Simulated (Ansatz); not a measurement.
Basis-set series for CH$_{7}$B$_{2}$GaO. Charge 0, multiplicity 1. The bonds changed during the relaxation, so this is another structure than the one it started from. The structure was optimised at the PBE0-D4/def2-TZVP level. It is one conformer, not always the lowest.

```xyz
12

B     1.129   -1.047    0.522
B     0.069    0.067    0.323
Ga    1.543   -0.964   -1.561
O    -0.766    1.009    0.020
C    -1.851    1.451    0.839
H     2.117   -0.905    1.177
H     0.690   -2.163    0.292
H     0.412   -0.924   -2.668
H     3.021   -1.229   -2.037
H    -1.714    2.514    1.030
H    -1.876    0.899    1.779
H    -2.775    1.292    0.285
```

| functional | basis | functions | energy (Eh) | HOMO (eV) | LUMO (eV) |
| --- | --- | --- | --- | --- | --- |
| PBE0-D4 | def2-SVP | 123 | -2091.24973 | -6.37 | -1.13 |
| PBE0-D4 | def2-TZVPP | 270 | -2091.68551 | -6.43 | -1.19 |
| ωB97M-V | def2-SVP | 123 | -2091.50500 | -8.32 | 0.64 |
| ωB97M-V | def2-TZVPP | 270 | -2091.94895 | -8.41 | 0.53 |

(1) Give the rows for def2-QZVPP. (Best estimate.)

## Answers

(1) Computed: 
```json
{"functional": "PBE0-D4", "basis": "def2-QZVPP", "functions": "527", "energy (Eh)": "-2091.73896", "HOMO (eV)": "-6.43", "LUMO (eV)": "-1.23"}
{"functional": "ωB97M-V", "basis": "def2-QZVPP", "functions": "527", "energy (Eh)": "-2092.00074", "HOMO (eV)": "-8.41", "LUMO (eV)": "0.37"}
```

Positive LUMOs are unbound and depend on the basis. Scalar relativity is left out up to krypton.
